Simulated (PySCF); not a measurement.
## C2H8BN: full NMR table

| Item | Value |
| --- | --- |
| Formula | C2H8BN |
| SMILES | BNCC |
| InChI | InChI=1S/C2H8BN/c1-2-4-3/h4H,2-3H2,1H3 |
| Point group of the computed structure | C1 |
| Carbon signals | 2 |
| Proton signals | 4 |

Atoms are numbered as in `[BH2:1][NH:2][CH2:3][CH3:4]`. Each H is labelled by its parent atom.

PySCF calculation with B3LYP/pcJ-1 coupling constants (spin–dipole term only in couplings to heteroatoms), GIAO CAM-B3LYP/pcSseg-2 shieldings and geometry: PBE0-D3(BJ)/def2-SVP; one computed conformer, no solvent model, non-relativistic, averaged over atoms made equivalent by symmetry, fast rotation or ring inversion.

Referencing at the same level of theory: ¹H, ¹³C against TMS; BF3·OEt2 for ¹¹B; ¹⁵N against NH3.

| carbon | δC, type | δH (multiplicity, J in Hz) | HMBC from (abs. J ≥ 3 Hz) | span of the C tensor (ppm) |
| --- | --- | --- | --- | --- |
| C3 | 49.8, CH2 | 3.20 (q, 8.0) | H(B1), H(C4) | 54 |
| C4 | 21.9, CH3 | 1.12 (t, 8.0) | – | 39 |

Other nuclei:
| atoms | nucleus | environment | δ (ppm) | σ (ppm) |
| --- | --- | --- | --- | --- |
| H(B1) | ¹H | hydrogen on a boron bonded to N | 4.66 | 26.68 |
| H(N2) | ¹H | hydrogen on a nitrogen bonded to C, B | 4.59 | 26.75 |
| B1 | ¹¹B | boron bonded to N, 2 H | 39.5 | 58.4 |
| N2 | ¹⁵N | nitrogen bonded to C, B, H | 157.8 | 104.0 |

Selected couplings (Hz, signed; the shortest-range and largest first, 30 at most; isotopes ¹¹B, ¹H, ¹³C, ¹⁵N): ¹J(B1,H(B1)) 141.1, ¹J(C3,H(C3)) 140.1, ¹J(C4,H(C4)) 132.5, ¹J(C3,C4) 38.3, ¹J(B1,N2) -29.6, ¹J(N2,C3) -10.8, ²J(N2,H(B1)) -2.7, ²J(B1,C3) 1.3, ³J(H(C3),H(C4)) 8.0, ³J(B1,H(C3)) 4.2, ³J(N2,H(C4)) -3.0, ³J(B1,C4) 1.4.

δC 49.8: sp3 CH2 bonded to N; deshielded by the electronegative neighbour. δC 21.9: methyl carbon; a saturated carbon with 1 carbon neighbour and no heteroatom attached. δH 4.59: hydrogen on a nitrogen bonded to C, B; labile proton, position sensitive to the medium. δH 3.20: hydrogen on an sp3 CH2 bonded to N; its carbon carries N, hence the downfield position. δH 1.12: hydrogen on a methyl carbon. The protons at 3.20 and 1.12 share a coupling of 8.0 Hz (vicinal).

Exchangeable OH/NH protons stand at their gas-phase positions; hydrogen bonding in a real sample shifts them, mostly to higher δ. Hydrogens on boron are broadened and split by ¹¹B (spin 3/2, 80 %) and 10B (spin 3). Splittings below 1 Hz are ignored in the labels, and close J values are merged. Unscaled 3J(H,H) at this level run about 10 % above measured values. Shifts are as computed, not scaled to solution data. Of 1211 compounds with measured shifts, 218 miss one by over three times the rms of a fit or turn the order of signals round; such compounds aren't used in these exercises. Couplings to exchangeable protons are dropped. Experimental scales use liquid or dissolved standards, which lie at an offset from isolated NH3 (liquid NH3: subtract about 20 ppm). Unscaled 15N shifts of sp2 nitrogen come out 20 to 40 ppm too high even then.
